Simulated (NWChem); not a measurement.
System meant: AuH2OCl; SMILES [Cl][Au]<-[OH2]

Input file for NWChem:

```
start job
memory heap 200 mb stack 900 mb global 1100 mb
geometry units angstroms noautoz
  Au    -0.000676     0.169922     0.000000
  Cl     0.011260    -2.067799     0.000000
  O     -0.015561     2.333980     0.000000
  H      0.430835     2.705180     0.772331
  H      0.430835     2.705180    -0.772331
end
basis spherical
  * library def2-svp
end
dft
  xc xpbe96 cpbe96
  iterations 150
  mulliken
end
task dft energy
```

End of the output:

```
          Convergence Information
          -----------------------
          Convergence aids based upon iterative change in
          total energy or number of iterations.
          Levelshifting, if invoked, occurs when the
          HOMO/LUMO gap drops below (HL_TOL):  1.00D-02
          DIIS, if invoked, will attempt to extrapolate
          using up to (NFOCK): 10 stored Fock matrices.

                    Damping( 0%)  Levelshifting(0.5)       DIIS
                  --------------- ------------------- ---------------
          dE  on:    start            ASAP                start
          dE off:    2 iters        150 iters           150 iters

      Screening Tolerance Information
      -------------------------------
          Density screening/tol_rho:  1.00D-10
          AO Gaussian exp screening on grid/accAOfunc:  14
          CD Gaussian exp screening on grid/accCDfunc:  20
          XC Gaussian exp screening on grid/accXCfunc:  20
          Schwarz screening/accCoul:  1.00D-08

      Superposition of Atomic Density Guess
      -------------------------------------

      charge =      79.0 Au (Gold)

      symmetry species            s     p     d     f
      number of basis functions = 7     6     5     1
      number of cont. functions = 6     3     2     1
      number of closed shells   = 6     4     2     1
      number of open shells     = 0     0     1     0
      open shell occupation     = 0     0     9     0
 ------------------------------------------------------------------------
 atomscf:atomd: error in atom scf                   0
 ------------------------------------------------------------------------
 ------------------------------------------------------------------------
  current input line :
    18: task dft energy
 ------------------------------------------------------------------------
 ------------------------------------------------------------------------
 This error has not yet been assigned to a category
 ------------------------------------------------------------------------
 For more information see the NWChem manual at https://nwchemgit.github.io

0:atomscf:atomd: error in atom scf:Received an Error in Communication
```

Problem. Find the fault in this run and fix the input.

Solution. The run crashed. Cause: the def2 basis of a heavy element holds valence functions alone and wants its effective core potential (without it all electrons must fit into that basis). This input runs:
```
start job
memory heap 200 mb stack 900 mb global 1100 mb
geometry units angstroms noautoz
  Au    -0.000676     0.169922     0.000000
  Cl     0.011260    -2.067799     0.000000
  O     -0.015561     2.333980     0.000000
  H      0.430835     2.705180     0.772331
  H      0.430835     2.705180    -0.772331
end
basis spherical
  * library def2-svp
end
ecp
  Au library def2-ecp
end
dft
  xc xpbe96 cpbe96
  iterations 150
  mulliken
end
task dft energy
```
It converges to -671.96973 Ha (PBE/def2-SVP with def2 effective core potentials on Au).
